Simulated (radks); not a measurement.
Problem. Radial electron density D(r) = 4 pi r^2 rho(r) of an atom or ion with 51 electrons. Calculated with a radial shooting solver on a logarithmic mesh with Libxc functionals: Dirac Kohn-Sham, PBE, spin-unpolarised, spherical densities, finite nucleus; Fermi nuclear charge, rms radius of each element as measured or else 0.836 A^(1/3) + 0.57 fm.

r (bohr)  D(r) (e/bohr)
0.00315           11.50
0.003638          14.29
0.004202          17.62
0.004892          21.78
0.005649          26.34
0.006524          31.48
0.007535          37.12
0.008702          43.09
0.01005           49.14
0.01161           54.92
0.01351           60.26
0.0156            64.10
0.01802           66.35
0.02081           66.77
0.02404           65.44
0.02776           62.85
0.03206           59.95
0.03732           57.96
0.0431            58.42
0.04978           61.94
0.05749           68.28
0.06639           75.89
0.07667           82.21
0.08855           84.56
0.1031            81.14
0.119             73.35
0.1375            64.63
0.1588            59.32
0.1834            59.93
0.2118            65.08
0.2446            69.72
0.2847            67.93
0.3288            57.82
0.3798            42.89
0.4386            29.53
0.5065            22.52
0.585             22.01
0.6756            24.11
0.7865            24.41
0.9083            21.21
1.049             15.91
1.211             10.76
1.399             7.132
1.616             5.114
1.866             4.089
2.172             3.362
2.509             2.658
2.897             1.908
3.346             1.219
3.864            0.6873
4.463            0.3414
5.154            0.1486
6               0.05253
6.929           0.01635
8.003          0.004130
9.242         0.0008225

What is the nuclear charge?

Solution. Z = 51. The innermost maximum, from 1s, lies near gamma/Z bohr with gamma = sqrt(1 - (Z/c)^2) = 0.928, here 0.0182 bohr (found: 0.0200), and its height grows with Z. The density is that of neutral antimony in [Kr] 4d9 5s2 5p4; the configuration itself is not fixed sharply by these data, and Z only to a few units. D(r) has 4 maxima, at r = 0.0200, 0.0878, 0.257, 0.738 bohr, and minima at 0.0392, 0.168, 0.549 bohr, inside which lie 2.03, 11.18, 28.98 electrons.
